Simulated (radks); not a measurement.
The numbers below are computed, except where a source is named.
Coherent X-ray form factor from a spherical all-electron density. Code: a radial shooting solver on a logarithmic mesh with Libxc functionals. Model: scalar-relativistic Kohn-Sham, B86b exchange with PBE correlation, spin-polarised, spherical densities, point nucleus.

sin(theta)/lambda (1/angstrom)  f0 (electrons)
0.05                                    27.721
0.1                                     26.923
0.15                                    25.703
0.2                                     24.190
0.25                                    22.514
0.3                                     20.783
0.4                                     17.453
0.5                                     14.570
0.6                                     12.246
0.8                                      9.130
1                                        7.434
1.25                                     6.270
1.5                                      5.463
2                                        4.051

The species is in the configuration that NIST lists as its ground one. Which atom or ion scatters so?

Answer. The zinc ion Zn2+, [Ar] 3d10. Extrapolating in s^2 from the first two rows gives f0(0) = 28.0, near the electron count 28; among species with that count, the fall with angle is slower the higher Z, and the table is that of Z = 30; from so few rows the species is fixed only to a neighbour or two.
